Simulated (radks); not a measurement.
Spherical quantum dot in the effective-mass picture: electrons in a hard-walled sphere of radius 1.48, all in effective atomic units (hartree* = m*/eps^2 hartree, bohr* = eps/m* bohr), one dielectric constant everywhere. Method: non-relativistic Kohn-Sham, LDA (Slater exchange, Perdew-Wang correlation), spin-polarised, spherical densities; computed with a radial shooting solver with Libxc functionals. Levels are named by radial order and angular momentum (1s, 1p, 1d, 2s, ...), and open shells are averaged over m. Results are scaled to m* = 0.157 and eps = 5.2, for which hartree* = 158 meV and bohr* = 1.753 nm. Each electron was tried in the lowest free levels, single moves between levels near the top were tried too, and the lowest total energy was kept; such a search can miss a lower state. At N = 1 the Hartree and exchange-correlation terms need not cancel, so that row can carry a self-interaction error.

\begin{tabular}{lrrrrrrr}
N & open shells & 2S & E (meV) & mu = E(N) - E(N-1) (meV) & addition energy mu(N+1) - mu(N) (meV) & e(HOMO) (meV) & rms radius (nm) \\ \hline
1 & 1s(up 1, down 0) & 1 & 364.043 & 364.04 & 177.5 & 430.92 & 1.385 \\
2 & none & 0 & 905.615 & 541.57 & 487.1 & 610.35 & 1.412 \\
3 & 1p(up 1, down 0) & 1 & 1934.25 & 1028.6 & 137.3 & 1096.2 & 1.493 \\
4 & 1p(up 2, down 0) & 2 & 3100.15 & 1165.9 & 141.4 & 1236.2 & 1.536 \\
5 & 1p(up 3, down 0) & 3 & 4407.42 & 1307.3 & 184.8 & 1378.6 & 1.565 \\
6 & 1p(up 3, down 1) & 2 & 5899.49 & 1492.1 & 135.5 & 1559.0 & 1.587 \\
7 & 1p(up 3, down 2) & 1 & 7527.06 & 1627.6 & 139.0 & 1696.7 & 1.604 \\
8 & none & 0 & 9293.66 & 1766.6 & 561.9 & 1836.7 & 1.619 \\
9 & 1d(up 1, down 0) & 1 & 11622.2 & 2328.5 & 133.5 & 2395.1 & 1.642 \\
10 & 1d(up 2, down 0) & 2 & 14084.2 & 2462.0 & 134.4 & 2529.1 & 1.661 \\
11 & 1d(up 3, down 0) & 3 & 16680.5 & 2596.4 & 135.0 & 2663.8 & 1.677 \\
12 & 1d(up 4, down 0) & 4 & 19411.9 & 2731.3 & 135.3 & 2799.0 & 1.691 \\
13 & 1d(up 5, down 0) & 5 & 22278.5 & 2866.7 & 174.8 & 2934.4 & 1.703 \\
14 & 1d(up 5, down 1) & 4 & 25320.0 & 3041.4 & 132.0 & 3107.2 & 1.714 \\
15 & 1d(up 5, down 2) & 3 & 28493.4 & 3173.4 & 132.8 & 3239.7 & 1.724 \\
16 & 1d(up 5, down 3) & 2 & 31799.6 & 3306.2 & 133.4 & 3372.8 & 1.733 \\
17 & 1d(up 5, down 4) & 1 & 35239.2 & 3439.6 & 133.8 & 3506.4 & 1.741 \\
18 & none & 0 & 38812.6 & 3573.4 & 568.3 & 3640.4 & 1.749 \\
19 & 2s(up 1, down 0) & 1 & 42954.2 & 4141.7 & 199.1 & 4226.8 & 1.741 \\
20 & none & 0 & 47295.0 & 4340.8 & 145.9 & 4426.3 & 1.733 \\
21 & 2s(up 1, down 0) 1f(up 2, down 0) & 3 & 51781.7 & 4486.7 & 122.4 & 4543.9 & 1.760 \\
22 & 2s(up 1, down 0) 1f(up 3, down 0) & 4 & 56390.7 & 4609.1 & 130.5 & 4674.3 & 1.769 \\
23 & 2s(up 1, down 0) 1f(up 4, down 0) & 5 & 61130.2 & 4739.5 & 130.6 & 4804.8 & 1.777 \\
24 & 2s(up 1, down 0) 1f(up 5, down 0) & 6 & 66000.4 & 4870.1 & 130.7 & 4935.4 & 1.784 \\
25 & 2s(up 1, down 0) 1f(up 6, down 0) & 7 & 71001.2 & 5000.8 & 130.8 & 5066.2 & 1.791 \\
26 & 2s(up 1, down 0) 1f(up 7, down 0) & 8 & 76132.7 & 5131.6 & 169.4 & 5197.1 & 1.798 \\
27 & 2s(up 1, down 0) 1f(up 7, down 1) & 7 & 81433.6 & 5300.9 & 128.8 & 5365.3 & 1.804 \\
28 & 2s(up 1, down 0) 1f(up 7, down 2) & 6 & 86863.3 & 5429.7 & 129.0 & 5494.2 & 1.810 \\
29 & 2s(up 1, down 0) 1f(up 7, down 3) & 5 & 92422.1 & 5558.7 & 129.3 & 5623.3 & 1.815 \\
30 & 2s(up 1, down 0) 1f(up 7, down 4) & 4 & 98110.1 & 5688.0 & 126.2 & 5756.7 & 1.820 \\
31 & 1f(up 7, down 6) & 1 & 103924 & 5814.2 & 123.2 & 5872.4 & 1.837 \\
32 & none & 0 & 109862 & 5937.3 & 152.1 & 6002.2 & 1.841 \\
33 & 2s(up 1, down 0) & 1 & 115951 & 6089.4 & 200.6 & 6174.8 & 1.835 \\
34 & none & 0 & 122241 & 6290.0 & 632.7 & 6375.6 & 1.828 \\
35 & 1g(up 1, down 0) & 1 & 129164 & 6922.8 & 127.2 & 6986.4 & 1.834 \\
36 & 1g(up 2, down 0) & 2 & 136214 & 7050.0 & 127.3 & 7113.6 & 1.839 \\
37 & 1g(up 3, down 0) & 3 & 143391 & 7177.3 & 127.4 & 7240.9 & 1.844 \\
38 & 1g(up 4, down 0) & 4 & 150696 & 7304.6 & 127.4 & 7368.3 & 1.849 \\
39 & 1g(up 5, down 0) & 5 & 158128 & 7432.0 & 127.5 & 7495.8 & 1.854 \\
40 & 1g(up 6, down 0) & 6 & 165687 & 7559.5 & 127.5 & 7623.2 & 1.858 \\
41 & 1g(up 7, down 0) & 7 & 173374 & 7687.0 & 127.5 & 7750.8 & 1.862 \\
42 & 1g(up 8, down 0) & 8 & 181189 & 7814.5 & - & 7878.3 & 1.866 \\
\end{tabular}

All shells are closed at N = 2, 8, 18, 20, 32, 34 (there: 1s2 1p6 1d10 2s2 1f14); the second difference of the energy has clear peaks (12 % above both neighbours; the first and last values, which can be the largest, are not judged, and half-filled shells can peak too) at N = 2, 5, 8, 13, 18, 26, 34.
